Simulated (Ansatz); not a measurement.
V₃⁻, relaxed as a singlet with RKS PBE0-D4/def2-TZVPD in Ansatz, starting from the GFN2-xTB geometry. Force threshold 0.02 eV/Å.

The relaxation made no stability test and no search for a lower SCF solution. No other spin state of charge -1 was run. Another isomer (triplet) lies 8.12 eV lower at PBE0-D4/def2-TZVPD; other spin states weren't run for this one.

Start:

```xyz
3

V     1.2459   -1.1052    0.9406
V    -1.3218   -0.8008   -1.1351
V     0.0759    1.9060    0.1946
```

(1) Estimate the energy that the relaxation releases and the steps that it takes.

(2) Does the start keep its bonding and symmetry?

(3) Predict the relaxed structure.

Answers

(1) 0.2 kcal/mol, in 6 steps; 83 s on 4 threads of Arm Neoverse V2 on a shared host. No frequencies were taken in this run, so the end may be a saddle point.

(2) By distances, no bond broke or formed. The bond that changes most is V1–V2, from 3.32 to 3.29 Å (atoms count from 1). Point group D3h at the start, Cs at the end, both within 0.05 Å.

(3) 
```xyz
3

V     1.2388   -1.1191    0.9338
V    -1.3045   -0.7942   -1.1205
V     0.0657    1.9133    0.1867
```
Bond lengths (bridged metal pairs left out): 3 × V–V 3.29 to 3.34 Å.
